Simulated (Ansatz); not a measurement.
Basis-set extrapolation for `NC1O[SiH2]1` (PBE0-D4/def2-TZVP geometry, frozen core, Ansatz 0.2.0). Multiplicity 1, RHF reference.

```
                      def2-TZVPP   def2-QZVPP
                 HF  -459.075792  -459.093414
    MP2 correlation    -0.738700    -0.792906
CCSD(T) correlation    -0.796979      not run
```

Energies in hartree. Use E(X) = E(∞) + A·exp(−7.88·√X) for Hartree–Fock and E(X) = E(∞) + B·X^(−2.97) for correlation, with X = 3 and 4, and add CCSD(T) minus MP2 of the smaller set to the MP2 limit.

Problem. What is the CCSD(T) energy at the basis-set limit?

Solution. HF limit: -459.093414 + (-0.017622) × 0.13774 = -459.09584. MP2 limit: -0.792906 + (-0.054206) × 0.74074 = -0.83306. Higher-order term: -0.796979 − (-0.738700) = -0.05828. Total: -459.98718 hartree, 300.4 kJ/mol below CCSD(T)/def2-TZVPP.
